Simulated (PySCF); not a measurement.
C₄H₆ClF, SMILES C[C@]1(F)C[C@H]1Cl.

Coordinates come from a PBE-D3(BJ)/def2-SVP optimisation. The structure was generated by enumeration; whether it is a known compound was not checked.

Level of theory: PBE-D3(BJ)/def2-SVP (PySCF).

Frequencies are harmonic and unscaled.

### Question
Estimate the vibrational spectrum. (The exact figures need the calculation; the answer reports its results.)

### Answer

```json
[
 {"mode": "1", "ν (cm⁻¹)": "166", "IR (km/mol)": "0.4", "moving atoms (share of kinetic energy)": "F 45 %, Cl 33 %, C 13 %, H 9 %"},
 {"mode": "2", "ν (cm⁻¹)": "176", "IR (km/mol)": "0.1", "moving atoms (share of kinetic energy)": "C 45 %, H 26 %, Cl 17 %, F 12 %"},
 {"mode": "3", "ν (cm⁻¹)": "217", "IR (km/mol)": "0.0", "moving atoms (share of kinetic energy)": "H 89 %"},
 {"mode": "4", "ν (cm⁻¹)": "317", "IR (km/mol)": "1.3", "moving atoms (share of kinetic energy)": "C 39 %, H 29 %, Cl 18 %, F 14 %"},
 {"mode": "5", "ν (cm⁻¹)": "380", "IR (km/mol)": "3.4", "moving atoms (share of kinetic energy)": "C 44 %, H 33 %, F 14 %, Cl 9 %"},
 {"mode": "6", "ν (cm⁻¹)": "425", "IR (km/mol)": "4.1", "moving atoms (share of kinetic energy)": "C 41 %, H 30 %, F 27 %"},
 {"mode": "7", "ν (cm⁻¹)": "530", "IR (km/mol)": "5.3", "moving atoms (share of kinetic energy)": "C 62 %, H 19 %, F 12 %"},
 {"mode": "8", "ν (cm⁻¹)": "665", "IR (km/mol)": "10.2", "moving atoms (share of kinetic energy)": "C 46 %, H 36 %, Cl 17 %"},
 {"mode": "9", "ν (cm⁻¹)": "713", "IR (km/mol)": "14.3", "moving atoms (share of kinetic energy)": "C 56 %, F 24 %, H 18 %"},
 {"mode": "10", "ν (cm⁻¹)": "808", "IR (km/mol)": "2.2", "moving atoms (share of kinetic energy)": "H 60 %, C 37 %"},
 {"mode": "11", "ν (cm⁻¹)": "885", "IR (km/mol)": "10.4", "moving atoms (share of kinetic energy)": "H 62 %, C 37 %"},
 {"mode": "12", "ν (cm⁻¹)": "921", "IR (km/mol)": "0.7", "moving atoms (share of kinetic energy)": "H 47 %, C 42 %, F 9 %"},
 {"mode": "13", "ν (cm⁻¹)": "960", "IR (km/mol)": "19.6", "moving atoms (share of kinetic energy)": "H 49 %, C 38 %, F 12 %"},
 {"mode": "14", "ν (cm⁻¹)": "993", "IR (km/mol)": "12.7", "moving atoms (share of kinetic energy)": "H 71 %, C 28 %"},
 {"mode": "15", "ν (cm⁻¹)": "1045", "IR (km/mol)": "15.8", "moving atoms (share of kinetic energy)": "H 50 %, C 48 %"},
 {"mode": "16", "ν (cm⁻¹)": "1062", "IR (km/mol)": "4.0", "moving atoms (share of kinetic energy)": "H 53 %, C 46 %"},
 {"mode": "17", "ν (cm⁻¹)": "1080", "IR (km/mol)": "13.7", "moving atoms (share of kinetic energy)": "C 56 %, H 44 %"},
 {"mode": "18", "ν (cm⁻¹)": "1197", "IR (km/mol)": "31.1", "moving atoms (share of kinetic energy)": "H 69 %, C 30 %"},
 {"mode": "19", "ν (cm⁻¹)": "1262", "IR (km/mol)": "42.8", "moving atoms (share of kinetic energy)": "C 57 %, H 36 %"},
 {"mode": "20", "ν (cm⁻¹)": "1314", "IR (km/mol)": "15.7", "moving atoms (share of kinetic energy)": "H 74 %, C 25 %"},
 {"mode": "21", "ν (cm⁻¹)": "1358", "IR (km/mol)": "14.5", "moving atoms (share of kinetic energy)": "H 67 %, C 32 %"},
 {"mode": "22", "ν (cm⁻¹)": "1397", "IR (km/mol)": "4.0", "moving atoms (share of kinetic energy)": "H 96 %"},
 {"mode": "23", "ν (cm⁻¹)": "1401", "IR (km/mol)": "20.6", "moving atoms (share of kinetic energy)": "H 67 %, C 33 %"},
 {"mode": "24", "ν (cm⁻¹)": "1437", "IR (km/mol)": "15.9", "moving atoms (share of kinetic energy)": "H 53 %, C 46 %"},
 {"mode": "25", "ν (cm⁻¹)": "2977", "IR (km/mol)": "15.0", "moving atoms (share of kinetic energy)": "H 97 %"},
 {"mode": "26", "ν (cm⁻¹)": "3063", "IR (km/mol)": "2.5", "moving atoms (share of kinetic energy)": "H 95 %"},
 {"mode": "27", "ν (cm⁻¹)": "3067", "IR (km/mol)": "7.8", "moving atoms (share of kinetic energy)": "H 91 %, C 9 %"},
 {"mode": "28", "ν (cm⁻¹)": "3083", "IR (km/mol)": "9.1", "moving atoms (share of kinetic energy)": "H 91 %, C 9 %"},
 {"mode": "29", "ν (cm⁻¹)": "3102", "IR (km/mol)": "5.3", "moving atoms (share of kinetic energy)": "H 92 %, C 8 %"},
 {"mode": "30", "ν (cm⁻¹)": "3169", "IR (km/mol)": "1.7", "moving atoms (share of kinetic energy)": "H 89 %, C 11 %"}
]
```
